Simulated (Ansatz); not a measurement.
Two structures of SiN₂H₉F, closed shell, reached by relaxing down either side of one saddle point (PBE0-D4/def2-TZVP). Energies are electronic, without zero-point energy. Program: Ansatz 0.2.0. Basis: def2-TZVPP and def2-QZVPP. Cores are frozen in the correlated methods. Extrapolation: Hartree–Fock as exp(−7.88 √X), correlation as X^−2.97. First:

```csv
atom,x (Å),y (Å),z (Å)
Si1,-0.9087,-1.2729,0.1629
F2,0.7617,-1.4380,-0.1681
H3,-1.2231,-1.0789,-1.2873
H4,-0.9711,-2.6244,0.7942
H5,-2.2830,-0.8069,0.6650
H6,0.2254,0.8992,0.4753
N7,-0.2262,0.2717,1.1775
H8,1.3818,0.3880,-1.2393
N9,1.1350,1.3638,-1.0925
H10,-0.9512,0.7594,1.6885
H11,0.5049,-0.0260,1.8154
H12,1.9858,1.9116,-1.1110
H13,0.5687,1.6536,-1.8805
```

Second:

Si1  (-1.616, -1.106, 0.421)
F2  (2.298, -0.632, -0.066)
H3  (-1.360, -1.137, -1.044)
H4  (-1.720, -2.518, 0.891)
H5  (-2.918, -0.439, 0.685)
H6  (0.332, 1.312, -0.453)
N7  (-0.383, -0.148, 1.159)
H8  (1.942, 0.143, -0.552)
N9  (1.110, 1.351, -1.110)
H10  (-0.546, 0.155, 2.108)
H11  (0.573, -0.479, 1.058)
H12  (1.543, 2.264, -1.052)
H13  (0.746, 1.233, -2.047)
(Å)

Task: Which bonds change from the first to the second?

Result: SiH₃F ([F][SiH3]) + NH₃ + NH₃ → SiNH₅ ([NH2][SiH3]) + NH₃ + HF; bonds formed: F2–H8, H6–N9; dative contacts that become bonds: Si1–N7; bonds broken: Si1–F2, H6–N7, H8–N9.

Task: Give the saddle point's structure and its height above each. (To be estimated.)

Result: The calculation gives: 14.47 kcal/mol above the first and 13.20 kcal/mol above the second (CCSD(T) at an estimated basis limit (MP2 extrapolated from triple and quadruple zeta, plus CCSD(T) − MP2 in triple zeta)).
Si1  (-0.904, -1.108, 0.206)
F2  (0.914, -1.240, -0.348)
H3  (-1.172, -0.801, -1.239)
H4  (-0.736, -2.512, 0.667)
H5  (-2.345, -0.897, 0.680)
H6  (0.404, 1.142, -0.045)
N7  (-0.282, 0.308, 1.161)
H8  (1.185, 0.081, -0.958)
N9  (1.019, 1.149, -0.964)
H10  (-0.984, 0.686, 1.783)
H11  (0.536, 0.065, 1.709)
H12  (1.871, 1.688, -0.875)
H13  (0.492, 1.439, -1.779)
(Å)

No T1 diagnostic of these runs exceeds 0.011.

The step is the kind of exchange with an N–H group that builds nitride films in atomic layer and chemical vapour deposition.

Labels in which every atom is bracketed show which atoms are joined, not bond orders.

For scale, one of the runs: CCSD(T)/def2-TZVPP, 261 basis functions, launched by `ansatz run in.yaml --threads 8 --pin off --events-out ev --progress --plain --max-ram 19148MiB`. Time: 45 s of wall clock on 8 CPU threads of an Intel Xeon Platinum 8488C; the host was shared. Peak host memory: 6.4 GiB.
